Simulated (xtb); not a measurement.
C₂H₇O (SMILES CC[OH2+]), charge +1, singlet, geometry from GFN2-xTB; GFN2-xTB run with xtb 6.7.1.

Here is a job for xtb.
```
$ xtb coord --gfn 2 --chrg 1 --json

# file coord
$coord
      2.2598055157       0.8498012400       0.0309064330  c
      0.2124824117      -1.1146696378      -0.2042885781  c
     -2.3411304653       0.0130090636       0.1229371157  o
      4.0833181503      -0.0606238881      -0.2210021286  h
      2.0935511152       2.3020321641      -1.4150138074  h
      2.2638945240       1.7288686685       1.8895414984  h
      0.3571591257      -2.5754047830       1.2429213625  h
      0.1866507438      -2.0016862559      -2.0648340433  h
     -2.6216489891       1.3051300694      -1.1815526956  h
     -2.4676085120       0.7868219406       1.8067357783  h
$end
```

It wrote (shortened):

```
   ID    Z sym.   atoms
    1    6 c      1, 2
    2    8 o      3
    3    1 h      4-10

           -------------------------------------------------
          |                Calculation Setup                |
           -------------------------------------------------

           -------------------------------------------------
          |                 G F N 2 - x T B                 |
           -------------------------------------------------

          ...................................................
          :                      SETUP                      :
          :.................................................:
          :  # basis functions                  19          :
          :  # atomic orbitals                  19          :
          :  # shells                           13          :
          :  # electrons                        20          :
          :  max. iterations                   250          :
          :  Hamiltonian                  GFN2-xTB          :
          :  restarted?                      false          :
          :  GBSA solvation                  false          :
          :  PC potential                    false          :
          :  electronic temp.          300.0000000     K    :
          :  accuracy                    1.0000000          :
          :  -> integral cutoff          0.2500000E+02      :
          :  -> integral neglect         0.1000000E-07      :
          :  -> SCF convergence          0.1000000E-05 Eh   :
          :  -> wf. convergence          0.1000000E-03 e    :
          :  Broyden damping             0.4000000          :
          :  net charge                          1          :
          :  unpaired electrons                  0          :
          ...................................................

 iter      E             dE          RMSdq      gap      omega  full diag
   1    -11.5483338 -0.115483E+02  0.354E+00   10.81       0.0  T
   2    -11.5636399 -0.153061E-01  0.234E+00    9.70       1.0  T
   3    -11.5653652 -0.172530E-02  0.697E-01    9.05       1.0  T
   4    -11.5655731 -0.207950E-03  0.178E-01    8.87       1.0  T
   5    -11.5656141 -0.409995E-04  0.718E-02    8.97       1.0  T
   6    -11.5656157 -0.157982E-05  0.150E-02    8.98       2.1  T
   7    -11.5656160 -0.327639E-06  0.389E-03    8.99       8.1  T
   8    -11.5656160 -0.102246E-07  0.832E-04    8.99      38.0  T
   9    -11.5656160 -0.764221E-09  0.330E-04    8.99      95.7  T

   *** convergence criteria satisfied after 9 iterations ***

         :::::::::::::::::::::::::::::::::::::::::::::::::::::
         ::                     SUMMARY                     ::
         :::::::::::::::::::::::::::::::::::::::::::::::::::::
         :: total energy             -11.433539244347 Eh    ::
         :: gradient norm              0.000050829398 Eh/a0 ::
         :: HOMO-LUMO gap              8.985285946794 eV    ::
         ::.................................................::
         :: SCC energy               -11.565615153051 Eh    ::
         :: -> isotropic ES            0.119780149557 Eh    ::
         :: -> anisotropic ES         -0.004885635362 Eh    ::
         :: -> anisotropic XC          0.006234290509 Eh    ::
         :: -> dispersion             -0.002482407422 Eh    ::
         :: repulsion energy           0.132075908705 Eh    ::
         :: add. restraining           0.000000000000 Eh    ::
         :: total charge               1.000000000000 e     ::
         :::::::::::::::::::::::::::::::::::::::::::::::::::::

           -------------------------------------------------
          |                Property Printout                |
           -------------------------------------------------

    * Orbital Energies and Occupations

         #    Occupation            Energy/Eh            Energy/eV
      -------------------------------------------------------------
         1        2.0000           -0.9985236             -27.1712
[...]
         4        2.0000           -0.8401744             -22.8623
         5        2.0000           -0.7950808             -21.6352
         6        2.0000           -0.7582032             -20.6318
         7        2.0000           -0.7161871             -19.4884
         8        2.0000           -0.6784939             -18.4628
         9        2.0000           -0.6559345             -17.8489
        10        2.0000           -0.6435526             -17.5120 (HOMO)
        11                         -0.3133494              -8.5267 (LUMO)
        12                         -0.1792344              -4.8772
        13                         -0.0895515              -2.4368
        14                         -0.0833852              -2.2690
        15                         -0.0284844              -0.7751
        16                         -0.0121350              -0.3302
        17                          0.0091816               0.2498
        18                          0.0520774               1.4171
        19                          0.0876731               2.3857
      -------------------------------------------------------------
                  HL-Gap            0.3302032 Eh            8.9853 eV
             Fermi-level           -0.4784510 Eh          -13.0193 eV

     #   Z          covCN         q      C6AA      α(0)
     1   6 c        3.751    -0.154    23.538     6.919
     2   6 c        3.663     0.026    20.398     6.479
     3   8 o        2.443    -0.218    17.581     5.663
     4   1 h        0.925     0.116     1.643     2.004
     5   1 h        0.925     0.084     1.937     2.176
     6   1 h        0.925     0.084     1.937     2.176
     7   1 h        0.924     0.130     1.535     1.938
     8   1 h        0.924     0.130     1.535     1.938
     9   1 h        0.802     0.400     0.484     1.093
    10   1 h        0.802     0.400     0.484     1.093

 Mol. C6AA /au·bohr⁶  :        459.707385
 Mol. C8AA /au·bohr⁸  :       9329.119283
 Mol. α(0) /au        :         31.479230

Wiberg/Mayer (AO) data.
largest (>0.10) Wiberg bond orders for each atom

 ---------------------------------------------------------------------------
     #   Z sym  total        # sym  WBO       # sym  WBO       # sym  WBO
 ---------------------------------------------------------------------------
     1   6 c    3.971 --     2 c    1.037     5 h    0.977     6 h    0.977
                             4 h    0.959
     2   6 c    3.807 --     1 c    1.037     7 h    0.961     8 h    0.961
                             3 o    0.831
     3   8 o    2.515 --     2 c    0.831    10 h    0.824     9 h    0.824
     4   1 h    0.986 --     1 c    0.959
     5   1 h    0.993 --     1 c    0.977
     6   1 h    0.993 --     1 c    0.977
     7   1 h    0.983 --     2 c    0.961
     8   1 h    0.983 --     2 c    0.961
     9   1 h    0.840 --     3 o    0.824
    10   1 h    0.840 --     3 o    0.824
 ---------------------------------------------------------------------------

Topologies differ in total number of bonds
Writing topology from bond orders to xtbtopo.mol

molecular dipole:
                 x           y           z       tot (Debye)
 q only:       -0.957       0.412       0.121
   full:       -1.082       0.622       0.164       3.199
molecular quadrupole (traceless):
                xx          xy          yy          xz          yz          zz
 q only:        2.961      -2.855      -1.601      -0.721       0.115      -1.360
  q+dip:        1.392      -3.568      -1.574      -0.682      -0.118       0.182
   full:        1.986      -3.758      -1.630      -0.775      -0.021      -0.357

           -------------------------------------------------
          | TOTAL ENERGY              -11.433539244347 Eh   |
          | GRADIENT NORM               0.000050829398 Eh/α |
          | HOMO-LUMO GAP               8.985285946794 eV   |
           -------------------------------------------------

normal termination of xtb
```
